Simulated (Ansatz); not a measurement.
Input file for Ansatz (a program for electronic structure): R-B3LYP/def2-TZVPP on H2PbS (SMILES [SH][PbH]), a point of a torsion scan. Elements past Kr take the def2 small-core potentials; no spin–orbit coupling.

Ansatz 0.2 input:
```yaml
crystal:
  periodic: [false, false, false]
  atoms:
    - {symbol: S, position_ang: [-1.33315255, 0.69460940, 0.22573905]}
    - {symbol: Pb, position_ang: [1.15850647, 0.66070824, -0.16142387]}
    - {symbol: H, position_ang: [-1.59745614, -0.54677384, -0.16145530]}
    - {symbol: H, position_ang: [1.25034873, 2.45707155, -0.51626814]}
basis:
  gaussian:
    orbitals: def2-TZVPP
hamiltonian:
  xc: {name: B3LYP}
scf: {lower_state_search: off}
```

The head of its log:

```
WARN ansatz: RAYON_NUM_THREADS=1 ignored (pool sized by the plan → 1); use --threads N
Functional definition: B3LYP
these checks for a lower state are left out or cut short: stability, starts, cluster_reference, orbital_swaps, neighbouring_geometries, increment
integrals: 0.04 GiB planned
844 factors; their error is unknown
mean field: 0.38 GiB planned
mean field evaluation 1: about -16117.6783 eV, gradient 2.4e1 eV
mean field evaluation 2: about -16107.8026 eV, gradient 5.9e1 eV
```

Question: Give the final energy of this run.

Answer: -592.3856 hartree.
